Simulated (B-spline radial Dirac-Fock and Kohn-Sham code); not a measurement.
## Compton profile of La

System: the La atom, [Xe] 5d1 6s1 6p1 (an excited configuration).

Input file task.json (cfg lists n, l and occupation; rrms is the nuclear radius in fm):

```json
{"items": [{
  "Z": 57,
  "q": 0,
  "cfg": [[1, 0, 2], [2, 0, 2], [2, 1, 6], [3, 0, 2], [3, 1, 6], [3, 2, 10], [4, 0, 2], [4, 1, 6], [4, 2, 10], [5, 0, 2], [5, 1, 6], [5, 2, 1], [6, 0, 1], [6, 1, 1]],
  "A": 139,
  "rrms": 4.855,
  "do": ["scatter"],
  "s": [0.0, 0.08, 0.09, 0.11, 0.13, 0.15, 0.18, 0.22, 0.26, 0.31, 0.36, 0.43, 0.51, 0.61, 0.73, 0.86, 1.02, 1.22, 1.44, 1.71, 2.04, 2.42, 2.87],
  "pz": [0, 0.1, 0.2, 0.3, 0.4, 0.5, 0.6, 0.8, 1.0, 1.2, 1.4, 1.6, 1.8, 2.0, 2.5, 3.0, 4.0, 5.0, 7.0, 10.0, 15.0, 20.0, 30.0, 40.0, 60.0, 100.0],
  "hv_scatter": [1000, 10000, 20000, 30000, 50000, 100000, 200000, 1000000]
}]}
```

Launch: `python xray_run.py task.json out`

Level of theory: the impulse approximation on Dirac-Fock orbitals of the configuration average with a finite nucleus; a radial atomic solver. pz is in atomic units of momentum; subshell profiles are per electron, for a selection of subshells; open shells are spread over both j values by their weights.

```tsv
pz	J total	J 3p3/2	J 3d3/2	J 5s1/2	J 6p3/2
0	12.02	0.0701	0.0463	0.617	1.59
0.1	11.67	0.0701	0.0463	0.606	1.55
0.2	10.68	0.0701	0.0463	0.573	1.25
0.3	9.496	0.0701	0.0463	0.523	0.733
0.4	8.586	0.0701	0.0463	0.461	0.323
0.5	7.991	0.0701	0.0463	0.392	0.118
0.6	7.543	0.0701	0.0463	0.323	0.0438
0.8	6.686	0.0700	0.0463	0.201	0.0224
1	5.824	0.0700	0.0463	0.116	0.0209
1.2	5.085	0.0699	0.0463	0.0693	0.0150
1.4	4.529	0.0698	0.0463	0.0494	0.00893
1.6	4.134	0.0696	0.0463	0.0441	0.00480
1.8	3.847	0.0693	0.0463	0.0437	0.00251
2	3.621	0.0689	0.0463	0.0429	0.00143
2.5	3.131	0.0675	0.0462	0.0326	0.000892
3	2.647	0.0653	0.0461	0.0182	0.000853
4	1.840	0.0583	0.0453	0.00487	0.000416
5	1.361	0.0485	0.0436	0.00384	0.000130
7	0.9163	0.0272	0.0368	0.00217	6.22e-05
10	0.5538	0.00785	0.0229	0.000366	3.11e-05
15	0.2520	0.00251	0.00739	0.000248	3.89e-06
20	0.1307	0.00229	0.00214	7.68e-05	3.26e-06
30	0.04550	0.000872	0.000208	9.25e-06	1.38e-06
40	0.02000	0.000251	2.82e-05	8.35e-06	< 1e-6
60	0.005613	2.60e-05	1.21e-06	3.42e-06	< 1e-6
100	0.0008403	< 1e-6	< 1e-6	< 1e-6	< 1e-6
```

J(0) = 12.02. The 6s1/2 subshell gives the largest part, 16 %.

Mean momentum ⟨p⟩ by subshell (a.u.): 1s1/2 53.9, 2s1/2 19.1, 2p1/2 25.5, 2p3/2 23.9, 3s1/2 9.45, 3p1/2 11.3, 3p3/2 10.8, 3d3/2 12.9, 3d5/2 12.7, 4s1/2 4.67, 4p1/2 5.19, 4p3/2 5.00, 4d3/2 5.28, 4d5/2 5.21, 5s1/2 1.87, 5p1/2 1.94, 5p3/2 1.85, 5d3/2 1.40, 5d5/2 1.38, 6s1/2 0.542, 6p1/2 0.467, 6p3/2 0.451.

Values without a named source are computed, but for edge energies of neutral atoms, which are taken from tables.
